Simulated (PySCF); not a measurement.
Species: C₃H₅F₃OS.
Structure used (GFN2-xTB), in Å, numbered top down from 1:
```xyz
13
C3H5F3OS angstrom
C      1.7140    0.6382   -0.0076
S      1.0594   -1.0764    0.0218
O      0.7474   -1.3762    1.4155
C     -0.6534   -0.6500   -0.7066
F     -0.4909    0.0615   -1.8548
C     -1.4831    0.0891    0.3366
F     -1.2535    1.4185    0.3054
F     -2.8072   -0.0789    0.1176
H      1.1700    1.2575    0.6963
H      2.7576    0.5808    0.2847
H      1.6320    1.0254   -1.0165
H     -1.1471   -1.5959   -0.9551
H     -1.2496   -0.2931    1.3450
```

Method used: TDDFT B3LYP/def2-SVPD, vertical, gas phase, core orbitals frozen in the response in PySCF 2.14.0, density-fitted response routines.

Frontier orbitals with the atoms that hold most of them (Löwdin shares over 4%, at most four atoms; ? is withheld):

```tsv
orbital	ε (eV)	atoms
HOMO-3	-10.85	O3 29%, S2 24%, C1 14%, F7 8%
HOMO-2	-10.03	C6 18%, F7 17%, F8 17%, C4 14%
HOMO-1	-8.33	?
HOMO	?	O3 48%, S2 28%, C1 7%, C4 7%
LUMO	-0.75	?
LUMO+1	-0.23	S2 44%, C1 12%, O3 10%, C4 7%
LUMO+2	0.10	S2 40%, C4 12%, H12 11%, C1 8%
```

Q: Which atoms hold the HOMO-1, and with what shares?

A: O3 (bonded to S) 57%; S2 (bonded to 2 C and O) 12%; C1 (bonded to S and 3 H) 10%; C4 (bonded to C, F, S and H) 9%. By element: oxygen 57%, carbon 20% or more, sulfur 12%.

Q: Which atoms hold the LUMO, and with what shares?

A: S2 (bonded to 2 C and O) 45%; C4 (bonded to C, F, S and H) 18%; O3 (bonded to S) 9%; C1 (bonded to S and 3 H) 5%. By element: sulfur 45%, carbon 23% or more, oxygen 9%.

Q: What is the HOMO energy, and the HOMO–LUMO gap?

A: ε(HOMO) = -7.29 eV; the gap is 6.54 eV (0.2404 hartree).

Q: The HOMO–LUMO gap is 6.54 eV. Where does the response calculation put the lowest singlet, and from which orbitals?

A: S1 is at 5.40 eV (f = 0.017), 1.14 eV below the gap, made of HOMO→LUMO (96%). Without the coupling terms of the response equations the lowest excitation would equal the gap.

Q: Give energy, strength and leading configuration of S1, S2 and S3, and follow the Löwdin shares of the leading atoms from the occupied to the empty orbital.

A: 
- S1 (5.40 eV, f 0.017), HOMO→LUMO (96%): O3 48% → 9%, S2 28% → 45%, C4 7% → 18%
- S2 (5.99 eV, f 0.039), HOMO→LUMO+1 (94%): O3 48% → 10%, S2 28% → 44%, C1 7% → 12%
- S3 (6.33 eV, f 0.0095), HOMO-1→LUMO (89%): O3 57% → 9%, S2 12% → 45%, C4 9% → 18%

One conformer stands for the species.
